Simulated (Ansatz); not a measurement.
Cartesian coordinates in Å:
```
C 0.7226 0.0291 1.0286
V -0.5026 -0.4182 -0.4795
N -0.6878 1.0052 -1.1787
F -1.9808 -0.9825 0.2217
Cl 0.5537 -1.7728 -1.7816
H 1.6509 0.4489 0.6400
H 0.9052 -0.9157 1.5502
H 0.2293 0.7486 1.6845
H -0.8905 1.8575 -1.6850
```

The species carries charge 0 and has multiplicity 1.

(1) List the CAM-B3LYP/def2-TZVPP orbital energies in eV (the Gaussian-basis code of Ansatz). (Estimate.)

Results:

(1) Ansatz gave: Occupied: -5362.13, -2764.26, -673.45, -610.72, -515.62, -515.52, -515.43, -392.32, -278.95, -259.05, -198.05, -198.00, -197.97, -76.36, -50.15, -49.97, -49.64, -33.49, -24.24, -23.99, -21.17, -15.02, -14.61, -14.00, -13.81, -13.57, -13.22, -12.18, -11.46, -10.90, -10.64, -10.34, -9.99. Lowest empty: -1.84, -1.47, -0.54, -0.34, 0.03, 0.83, 2.37, 2.97.
